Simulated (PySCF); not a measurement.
Compound: C4H3BBrP.
SMILES with atom numbers: `[CH:1]#[C:2][C:3]#[C:4][B:5]([PH2:6])[Br:7]` (hydrogens: H8 on C1; H9, H10 on P6)

Method: PBE0-D3(BJ)/def2-SVP geometry optimisation, gas phase (PySCF); density fitting, grid level 1; the optimiser is geomeTRIC in internal coordinates, started from a GFN2-xTB structure with every atom displaced at random (about 0.01 Å).

Step 0: E = -84173.0905 eV
```
atom  x, y, z in Å  |  force x, y, z in eV/Å
C1      3.7153    0.0910   -0.3533   -3.235   0.362   0.213
C2      2.4903    0.2118   -0.2644    1.907  -0.255  -0.162
C3      1.1316    0.3227   -0.1635    6.947  -0.578  -0.544
C4     -0.0258    0.4289   -0.0566   -7.436   0.585   0.592
B5     -1.5438    0.4951    0.0433    0.614  -0.276   0.057
P6     -2.5765   -1.0672    0.3113    0.207   0.394   1.307
Br7    -2.3973    2.1798    0.1255   -0.200   0.467  -0.017
H8      4.7521    0.0349   -0.4418    1.459  -0.132  -0.102
H9     -1.8928   -1.9202   -0.5142    0.700  -0.856  -0.697
H10    -3.6030   -0.7979   -0.5603   -0.963   0.288  -0.648
```

Step 1: E = -84173.3934 eV
```
atom  x, y, z in Å  |  force x, y, z in eV/Å
C1      3.7428    0.1785   -0.3712    0.280  -0.183   0.019
C2      2.5330    0.1405   -0.2438   -0.019   0.233  -0.062
C3      1.1778    0.2145   -0.1282   -0.935   0.079   0.127
C4     -0.0482    0.3410   -0.0220    0.869  -0.109  -0.106
B5     -1.5427    0.4699    0.0546   -0.091   0.015   0.044
P6     -2.6502   -1.0510    0.3219    0.019  -0.049  -0.091
Br7    -2.3261    2.2208    0.0852    0.010  -0.014  -0.014
H8      4.8160    0.1707   -0.4728   -0.122   0.011   0.004
H9     -1.9515   -1.9696   -0.5123   -0.019  -0.007   0.033
H10    -3.7008   -0.7364   -0.5854    0.009   0.023   0.047
```

Question: Estimate the geometry and energy of step 2. (The exact step hangs on the optimiser's Hessian estimate; all steps are aligned on step 1, rigid shifts and turns removed.)

Answer: E = -84173.4058 eV, largest force 0.202 eV/Å
```
atom  x, y, z in Å  |  force x, y, z in eV/Å
C1      3.7437    0.1622   -0.3677   -0.074  -0.145   0.043
C2      2.5308    0.1706   -0.2491    0.085   0.162  -0.058
C3      1.1733    0.2552   -0.1349   -0.192   0.018   0.055
C4     -0.0471    0.3698   -0.0292    0.193  -0.045  -0.039
B5     -1.5455    0.4753    0.0551   -0.032  -0.016   0.014
P6     -2.6304   -1.0636    0.3187    0.027   0.004  -0.030
Br7    -2.3541    2.2137    0.0885    0.003  -0.010  -0.005
H8      4.8136    0.1159   -0.4628    0.001   0.023  -0.008
H9     -1.9367   -1.9743   -0.5266   -0.008   0.002   0.007
H10    -3.6974   -0.7458   -0.5659   -0.003   0.006   0.020
```

The energy changes by -0.0124 eV. The first-order estimate −F·Δx gives -0.0171 eV and the mean of the old and new forces, exact on a quadratic surface, -0.0121 eV. The step makes an angle of 83° with the force vector and moves no atom by more than 0.056 Å.

The cost below is that of the whole optimisation. Hardware: one thread of an Arm Neoverse V1, shared host. Cost: 67 s, 0.67 GiB resident at most.
